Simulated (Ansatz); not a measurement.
cyclotrisilazane (H₉N₃Si₃), singlet, geometry from GFN2-xTB; BLYP/6-31G** (Ansatz, a quantum-chemistry and plane-wave program).

The Ansatz input:
Ansatz 0.2 input:
```yaml
crystal:
  periodic: [false, false, false]
  atoms:
    - {symbol: Si, position_ang: [1.68054828, -0.42496743, -0.52596035]}
    - {symbol: N, position_ang: [0.50290150, -1.52832577, 0.08377091]}
    - {symbol: Si, position_ang: [-1.17562112, -1.31026230, 0.41701362]}
    - {symbol: N, position_ang: [-1.46043566, 0.38486470, 0.56260467]}
    - {symbol: Si, position_ang: [-0.54839632, 1.72369318, -0.03026477]}
    - {symbol: N, position_ang: [1.06095760, 1.17105307, -0.31418280]}
    - {symbol: H, position_ang: [1.94000099, -0.68910961, -1.95384163]}
    - {symbol: H, position_ang: [2.91193934, -0.56300900, 0.26448031]}
    - {symbol: H, position_ang: [0.81666462, -2.48200359, 0.13740011]}
    - {symbol: H, position_ang: [-1.99276343, -1.88246088, -0.66962470]}
    - {symbol: H, position_ang: [-1.49030681, -1.94902435, 1.70231783]}
    - {symbol: H, position_ang: [-2.36797339, 0.62547217, 0.92202770]}
    - {symbol: H, position_ang: [-0.51609892, 2.76332656, 1.00760337]}
    - {symbol: H, position_ang: [-1.13988836, 2.24298984, -1.27781588]}
    - {symbol: H, position_ang: [1.72303017, 1.90218647, -0.50893551]}
basis:
  gaussian:
    orbitals: 6-31G__.json
hamiltonian:
  xc: blyp
```
The basis file holds 6-31G** in the JSON format of the Basis Set Exchange.

Question: What does Ansatz print? Leave out banner, timings and long lists.

Answer: 
```
Functional definition: BLYP
1644 factors; their error is unknown
mean field evaluation 1: about -28225.2966 eV, gradient 1.1e2 eV
mean field evaluation 2: about -28141.0916 eV, gradient 2.1e2 eV
mean field evaluation 4: about -28249.3794 eV, gradient 7.8e0 eV
mean field evaluation 8: about -28249.5525 eV, gradient 2.4e-1 eV
mean field evaluation 16: about -28249.4294 eV, gradient 1.6e-4 eV
mean field -28249.42939074 eV, -1038.1473819588 hartree, gradient 2.3e-5 eV, S^2 0.000000; 0 other end points of the search recorded, 0 dependent functions left out
reference -28249.42979305 eV, -1038.1473967434 hartree; 36, 36 occupied and 111, 111 virtual orbitals, 1644 factors
Total energy: -28249.42979305 eV, -1038.1473967434 hartree
```
